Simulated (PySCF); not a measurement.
Job for PySCF: R-B3LYP/6-31G* on CH4SSe (SMILES CS[SeH]), a point of a torsion scan.

```python
from pyscf import gto, scf, dft, mp
from pyscf.data.elements import chemcore

mol = gto.M(
    atom='''
    C    -0.87892279   -0.17946295    0.01352599
    S     0.04482209    1.35109672   -0.35425534
    Se    2.08814659    0.78102610    0.12666749
    H    -0.56748609   -0.96620667   -0.66699822
    H    -1.92460409    0.05971098   -0.14643029
    H    -0.71645910   -0.47475046    1.04556544
    H     2.21544052   -0.31433171   -0.83743550
    ''',
    basis='6-31g*',
    cart=True,
    charge=0, spin=0, verbose=3, max_memory=1800)
mf = dft.RKS(mol, xc='b3lyp')
mf.conv_tol = 1e-8
mf.max_cycle = 100
mf.kernel()
if not mf.converged:
    mf = mf.newton().run(mf.mo_coeff, mf.mo_occ)
```

Program output:

```
converged SCF energy = -2839.99901425645
```

Self-consistency was reached.

Cost: roughly 10 core-seconds.
